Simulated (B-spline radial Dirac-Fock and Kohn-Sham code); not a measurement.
Photoionisation of zirconium ions at Ag Lα (2984.4 eV)

These are calculated numbers from a B-spline atomic structure program; the model is the independent-particle Dirac-Slater model, thresholds from Dirac-Fock. Cross sections in kb; a dash marks an empty subshell or a threshold above the photon energy.

```tsv
ion	configuration	total	3s	3p1/2	4s	4d3/2	4d5/2
Zr	[Kr] 4d2 5s2	273.9	8.34	7.92	1.37	0.0502	0.0715
Zr²⁺	[Kr] 4d2	274.0	8.34	7.92	1.37	0.0584	0.0837
Zr³⁺	[Kr] 4d1	273.9	8.34	7.92	1.39	0.0349	0.0502
```
